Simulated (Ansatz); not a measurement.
A nudged elastic band was laid between two geometries of C₃H₁₁FSi₂ (17 atoms, charge 0, multiplicity 1).

Computed with RKS B3LYP-D4/6-31G* (Ansatz).

```yaml
movable_images: 3
climbing_image: no
spring: 5.0 eV/Å²
optimiser: quadratic models (default)
start_path: IDPP
force_threshold: 0.05 eV/Å
iteration_limit: 60
end_points: relaxed
```

First end point:

```xyz
17
Properties=species:S:1:pos:R:3
C -1.301 -1.104 -0.302
C -0.021 -0.677 0.406
C 0.835 -1.869 0.813
F -0.418 -0.024 1.616
Si 0.957 0.680 -0.547
Si -0.240 2.687 -0.368
H -1.873 -1.782 0.342
H -1.071 -1.628 -1.236
H -1.936 -0.244 -0.538
H 1.200 -2.405 -0.071
H 1.701 -1.549 1.402
H 0.245 -2.568 1.419
H 2.309 0.818 0.064
H 1.139 0.268 -1.970
H -1.679 2.448 -0.670
H 0.270 3.707 -1.327
H -0.135 3.239 1.008
```

Last end point:

```xyz
17
Properties=species:S:1:pos:R:3
C -0.901 -1.895 -0.675
C -0.392 -0.682 0.092
C 0.512 -1.075 1.255
F -1.540 -0.044 0.662
Si 0.371 0.674 -1.041
Si 0.377 2.693 0.150
H -1.396 -2.595 0.010
H -0.072 -2.422 -1.162
H -1.621 -1.602 -1.445
H 1.411 -1.585 0.891
H 0.823 -0.201 1.835
H -0.023 -1.757 1.927
H 1.749 0.274 -1.454
H -0.458 0.793 -2.273
H -1.001 3.240 0.264
H 1.235 3.712 -0.518
H 0.908 2.470 1.523
```

**Question.** What changes between the two ends?

**Answer.** No bond is made or broken. The dihedral F4–C2–Si5–H13 goes from 77 to 167°. The two ends are copies of one structure, up to a mirror image or an exchange of like atoms.

**Question.** Give the energies along the band, and the barrier.

**Answer.** The forces met the threshold. The highest image is number 2 of 0 to 4, 0.045 eV above the ends, which have the same energy within 2 meV. No image climbed, so the highest image needn't sit at the top of the path. So few images can step over the top or miss a turn of the path.

| image | path coordinate (Å) | energy (eV) | dihedral F4–C2–Si5–H13 (°) |
| --- | --- | --- | --- |
| 0 | 0.00 | 0.000 | 77 |
| 1 | 1.34 | 0.025 | 99 |
| 2 | 2.69 | 0.045 | 122 |
| 3 | 4.03 | 0.024 | 145 |
| 4 | 5.37 | 0.000 | 167 |

**Question.** What is the geometry of the highest image?

**Answer.** 
```xyz
17
Properties=species:S:1:pos:R:3:forces:R:3
C -1.170 -1.542 -0.552 -0.02 -0.01 -0.01
C -0.216 -0.673 0.259 0.00 -0.01 0.00
C 0.743 -1.504 1.103 0.01 0.00 0.02
F -1.027 0.060 1.180 -0.01 0.01 0.01
Si 0.694 0.650 -0.822 0.02 0.02 -0.02
Si 0.038 2.774 -0.084 0.00 0.00 0.00
H -1.717 -2.221 0.114 0.00 0.00 0.00
H -0.621 -2.144 -1.285 0.00 0.00 0.00
H -1.899 -0.930 -1.092 0.00 0.00 0.00
H 1.403 -2.104 0.468 0.00 0.00 0.00
H 1.368 -0.865 1.735 0.00 0.00 0.00
H 0.178 -2.183 1.755 0.00 0.00 0.00
H 2.170 0.475 -0.700 0.00 0.00 0.00
H 0.345 0.454 -2.259 0.00 0.00 0.00
H -1.431 2.953 -0.233 0.00 -0.01 0.00
H 0.719 3.827 -0.891 -0.01 0.01 0.01
H 0.405 2.972 1.343 0.00 -0.01 0.00
```

The band took 4 iterations and roughly 2.7 core-minutes.

Run time: 84 s on 2 threads of Arm Neoverse V1 (shared host), peak memory 0.32 GiB.
